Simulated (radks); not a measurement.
Neutral gold inside a hard spherical wall (all orbitals vanish at R), configuration held at [Xe] 4f14 5d10 6s1 and not refilled when levels cross. Method: scalar-relativistic Kohn-Sham, LDA (Slater exchange, VWN5 correlation), spin-polarised, spherical densities, finite nucleus; open shells are filled with parallel spins first (spin-orbit coupling, left out, can overturn this in heavy ions); Fermi nuclear charge, rms radius 5.4371 fm; computed with a radial shooting solver on a logarithmic mesh with Libxc functionals. Eigenvalues in eV for spin up, with the zero of energy where the potential of the charges vanishes at infinity; a dash marks a level that is unbound or too diffuse for the functional's potential to be trusted. A positive occupied level is held by the wall or, in an anion where self-interaction has pushed it up, behind a barrier. The pressure on the wall is -dE/dV.

R (bohr)	E (hartree)	kinetic (hartree)	e(4f)	e(5p)	e(5d)	e(6s)	e(6p, empty)	e(7s, empty)	pressure (GPa)
free	-18997.1684	21237.505	-81.571	-60.062	-7.220	-6.338	-1.059	-	0
20	-18997.1684	21237.505	-81.571	-60.062	-7.220	-6.338	-1.058	0.173	< 0.0001
15	-18997.1684	21237.505	-81.571	-60.062	-7.220	-6.338	-1.054	0.427	< 0.0001
12	-18997.1684	21237.505	-81.571	-60.061	-7.219	-6.337	-1.027	0.904	< 0.0001
10	-18997.1683	21237.506	-81.565	-60.055	-7.214	-6.332	-0.948	1.715	0.00215
7	-18997.1643	21237.543	-81.371	-59.865	-7.040	-6.139	-0.185	6.141	0.267
4	-18996.8638	21239.156	-76.279	-55.192	-2.755	-0.239	10.054	41.270	70.4
3	-18995.5130	21245.044	-64.730	-45.405	7.182	16.349	33.584	103.65	790
2.5	-18992.7832	21256.101	-50.132	-33.599	20.738	42.416	67.683	182.43	3410
1.5	-18944.0852	21430.381	57.741	72.556	153.15	333.57	400.18	828.20	168000
